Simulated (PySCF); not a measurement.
I2Te, singlet, geometry from GFN2-xTB (core potentials on I, Te). Base run: M062X/def2-SVP (PySCF).

The PySCF input:
```python
from pyscf import gto, scf, dft, solvent

mol = gto.M(
    atom='''
Te    0.081285    0.022557    1.159704
I     0.980256   -1.789317   -0.605825
I    -1.060008    1.767186   -0.531998
''',
    basis='def2-svp',
    ecp={'I': 'def2-svp', 'Te': 'def2-svp'},
    charge=0,
    spin=0,
    verbose=3,
)

mf = dft.RKS(mol)
mf.xc = 'm062x'
mf.kernel()
```

The base run was repeated with changes; each row names its change, and settings that it needs were set with it.

```json
[
 {"change": "base", "ΔE vs base (kJ/mol)": "0.00", "dipole (D)": "1.05", "HOMO-LUMO gap (eV)": "5.00"},
 {"change": "model = COSMO; solvent = n-hexane", "ΔE vs base (kJ/mol)": "-4.01", "dipole (D)": "1.22", "HOMO-LUMO gap (eV)": "5.05"},
 {"change": "model = IEF-PCM; solvent = dimethylsulfoxide", "ΔE vs base (kJ/mol)": "-11.07", "dipole (D)": "1.61", "HOMO-LUMO gap (eV)": "5.12"},
 {"change": "model = IEF-PCM; solvent = water", "ΔE vs base (kJ/mol)": "-11.25", "dipole (D)": "1.62", "HOMO-LUMO gap (eV)": "5.12"},
 {"change": "model = IEF-PCM; solvent = n-hexane; vdw_scale = 1.4", "ΔE vs base (kJ/mol)": "___", "dipole (D)": "___", "HOMO-LUMO gap (eV)": "___"},
 {"change": "model = IEF-PCM; solvent = n-hexane; lebedev_order = 11", "ΔE vs base (kJ/mol)": "-3.80", "dipole (D)": "1.23", "HOMO-LUMO gap (eV)": "5.04"},
 {"change": "model = IEF-PCM; solvent = n-hexane; vdw_scale = 1.1", "ΔE vs base (kJ/mol)": "___", "dipole (D)": "___", "HOMO-LUMO gap (eV)": "5.06"},
 {"change": "model = IEF-PCM; solvent = n-hexane", "ΔE vs base (kJ/mol)": "-3.78", "dipole (D)": "1.23", "HOMO-LUMO gap (eV)": "5.04"},
 {"change": "model = ddCOSMO; solvent = n-hexane", "ΔE vs base (kJ/mol)": "___", "dipole (D)": "___", "HOMO-LUMO gap (eV)": "5.06"},
 {"change": "model = IEF-PCM; solvent = n-hexane; lebedev_order = 41", "ΔE vs base (kJ/mol)": "-3.78", "dipole (D)": "1.23", "HOMO-LUMO gap (eV)": "5.04"},
 {"change": "model = IEF-PCM; solvent = methanol", "ΔE vs base (kJ/mol)": "-10.89", "dipole (D)": "1.60", "HOMO-LUMO gap (eV)": "5.12"},
 {"change": "model = C-PCM; solvent = n-hexane", "ΔE vs base (kJ/mol)": "-5.12", "dipole (D)": "1.27", "HOMO-LUMO gap (eV)": "5.06"}
]
```

**Question.** Fill in the missing entries.

**Answer.** 
- model = IEF-PCM; solvent = n-hexane; vdw_scale = 1.4, ΔE vs base (kJ/mol): -1.86
- model = IEF-PCM; solvent = n-hexane; vdw_scale = 1.4, dipole (D): 1.17
- model = IEF-PCM; solvent = n-hexane; vdw_scale = 1.4, HOMO-LUMO gap (eV): 5.03
- model = IEF-PCM; solvent = n-hexane; vdw_scale = 1.1, ΔE vs base (kJ/mol): -5.92
- model = IEF-PCM; solvent = n-hexane; vdw_scale = 1.1, dipole (D): 1.26
- model = ddCOSMO; solvent = n-hexane, ΔE vs base (kJ/mol): -4.73
- model = ddCOSMO; solvent = n-hexane, dipole (D): 1.29

The base is the gas phase, so ΔE is the electrostatic part of solvation at a fixed geometry, without cavity and dispersion terms.
